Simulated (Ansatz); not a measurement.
Spin states of HIrO (SMILES [OH][Ir]), each relaxed at B3LYP-D3(BJ)/def2-TZVP; lowest solutions found, singlets restricted, no spin–orbit coupling, no relativity up to Kr.
Multiplicity 3 (charge 0, multiplicity 3):
```xyz
3

Ir    -0.9390    -0.6483    -0.8156
O      0.4618    -0.1337     0.3128
H      0.4439     0.8294     0.4325
```
Multiplicity 5 (charge 0, multiplicity 5):
```xyz
3

Ir    -1.00538    -0.77212    -0.88282
O      0.38073    -0.03976     0.26465
H      0.59139     0.85925     0.54794
```

Run with Ansatz (Gaussian orbitals).  In def2 rows elements past Kr take small-core potentials, without spin–orbit coupling.

The energy of multiplicity 5 less that of multiplicity 3 (kcal/mol) and the share of exact exchange:

| functional | exact exchange (%) | value |
|---|---|---|
| PBE/def2-TZVPP | 0 | 22.85 |
| PBE0/def2-TZVPP | 25 | 19.55 |
| BLYP/def2-TZVPP | 0 | 24.09 |
| B3LYP/def2-TZVPP | 20 | 22.00 |
| BHLYP/def2-TZVPP | 50 | 17.18 |
| r2SCAN/def2-TZVPP | 0 | 16.09 |
| r2SCANh/def2-TZVPP | 10 | 15.37 |

Take the value as linear in the share of exact exchange along PBE and PBE0. Give the slope, say whether the sign turns, and set the other functionals against that line.


Slope: (19.55 − (22.85))/2.5 = -1.32 kcal/mol for each 10 %. The line keeps its sign from 0 to 100 %. At 50 % it gives 16.2 kcal/mol. The LYP pair gives (17.18 − (24.09))/5 = -1.38 for each 10 %. BHLYP, at 50 %, lies 0.9 from the PBE line. B3LYP, at 20 %, lies 1.8 from the PBE line. r2SCAN, with none, stands -6.8 from PBE. The r2SCAN pair gives -0.72 for 10 %.

Ansatz is an electronic-structure program.
